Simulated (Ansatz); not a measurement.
An input meant for AlF₃⁺ (charge 1, doublet).

```yaml
crystal:
  periodic: [true, true, true]
  atoms:
    - {symbol: Al, position_ang: [-0.000020, -0.000008, -0.000009]}
    - {symbol: F, position_ang: [1.646824, -0.027530, 0.013202]}
    - {symbol: F, position_ang: [-0.799456, 1.440007, -0.017226]}
    - {symbol: F, position_ang: [-0.847348, -1.412469, 0.004023]}
basis:
  gaussian: {orbitals: def2-SVPD, nuclear_model: gaussian}
total_charge: 1
magnetization: {spin_polarized: true, initial_magnetization: 1}
hamiltonian: {xc: {name: wB97M-V}}
scf: {lower_state_search: full}
```

```sh
$ ansatz run in.yaml --threads 2 --pin off --events-out ev --progress --plain --max-ram 4352MiB
```

It prints (some lines left out):

```
Error: YAML parse error: error: line 2 column 3: crystal: missing field `lattice` (a structure is typed as `lattice` and `atoms`, a molecule's as `atoms` in Å alone, or read from a run's directory, `checkpoint`)
 --> <input>:2:3
1 | crystal:
2 |   periodic: [true, true, true]
3 |   atoms:
4 |     - {symbol: Al, position_ang: [-0.000020, -0.000008, -0.000009]}
```

Problem. What is wrong with this run?

Solution. The species is marked periodic without a cell. The program refused the input.
